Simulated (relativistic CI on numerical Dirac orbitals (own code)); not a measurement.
## Radial parameters of Tb VI

These numbers are calculated, not measured: Dirac-Coulomb-Breit CI, KLI orbitals optimised for each configuration, a model potential for QED, valence Slater integrals scaled by 0.85, P86 correlation energy added to each configuration (own radial code, finite nucleus).

Slater integrals F^k, G^k are unscaled and averaged over j, outside the closed core [Kr] 4d10; ζ comes from projecting the Hamiltonian with its Breit term on Σ l·s of the shell.

- 4f7.5s2.5p5: F^2(4f,4f) = 126590, F^4(4f,4f) = 79710, F^6(4f,4f) = 57426, ζ(4f) = 1814.9, F^2(4f,5p) = 57983, G^2(4f,5p) = 28077, G^4(4f,5p) = 22323, ζ(5p) = 29171 cm⁻¹; <r>(4f) = 0.7676, <r^2>(4f) = 0.7342, <r>(5p) = 1.418, <r^2>(5p) = 2.259 (bohr units).
- 4f7.5s.5p6: F^2(4f,4f) = 127240, F^4(4f,4f) = 80157, F^6(4f,4f) = 57758, ζ(4f) = 1849.6, G^3(4f,5s) = 32586 cm⁻¹; <r>(4f) = 0.7644, <r^2>(4f) = 0.7274, <r>(5s) = 1.254, <r^2>(5s) = 1.759 (bohr units).
- 4f5.5s2.5p6.6s: F^2(4f,4f) = 137800, F^4(4f,4f) = 87351, F^6(4f,4f) = 63105, ζ(4f) = 2070.1, G^3(4f,6s) = 4462.6 cm⁻¹; <r>(4f) = 0.7152, <r^2>(4f) = 0.6247, <r>(6s) = 2.594, <r^2>(6s) = 7.463 (bohr units).

Averages of the first 3 configurations, taken without configuration mixing, which lowers the lowest level and can move excited configurations by several eV; other configurations of the list can lie among them:

```
 Configuration  Parity  States  Average energy above the lowest level (eV)
   4f7.5s2.5p5    even   20592                                        15.5
    4f7.5s.5p6     odd    6864                                        45.0
4f5.5s2.5p6.6s     odd    4004                                        41.4
```
